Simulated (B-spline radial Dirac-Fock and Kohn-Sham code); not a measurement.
Ionisation energies of chlorine ions, computed and tabulated

Level of theory: Dirac-Fock energy differences between relaxed states, corrected for Breit and QED terms; a B-spline atomic structure program. Each value is the difference of the configuration-average energies of two neighbouring ions in their tabulated ground configurations. No correlation. NIST's values refer to the lowest levels; many for high charge states are themselves semi-empirical or theoretical. Where a p, d or f shell is open in either ion the computed value averages over both j values and all terms, while the table refers to the lowest levels; that difference holds spin-orbit splitting (largest in heavy or highly charged ions), term energies where several electrons share open shells, and correlation, and it can reach 10 % or more.

```tsv
ion	configuration	computed (eV)	NIST (eV)	kind	NIST − computed (eV)
Cl⁹⁺	[He] 2s2 2p4	461.9	456.7 ± 0.4	semi-empirical	-5.16
Cl¹⁰⁺	[He] 2s2 2p3	523.5	530 ± 0.4	semi-empirical	+6.46
Cl¹¹⁺	[He] 2s2 2p2	588.1	591.58 ± 0.19	semi-empirical	+3.45
Cl¹²⁺	[He] 2s2 2p1	655.6	656.3 ± 0.12	semi-empirical	+0.69
Cl¹³⁺	[He] 2s2	744.9	750.23 ± 0.19	semi-empirical	+5.35
Cl¹⁴⁺	[He] 2s1	809.0	809.198 ± 0.007	theoretical	+0.15
Cl¹⁵⁺	1s2	3657.0	3658.344	theoretical	+1.32
Cl¹⁶⁺	1s1	3946.4	3946.292	theoretical	-0.06
```

**Question.** Where in this range is the largest relative jump, and why?

**Answer.** From Cl¹⁴⁺ (809.0 eV) to Cl¹⁵⁺ (3657.0 eV), a factor of 4.52. The configuration goes from [He] 2s1 to 1s2, so the next electron comes out of a deeper subshell.
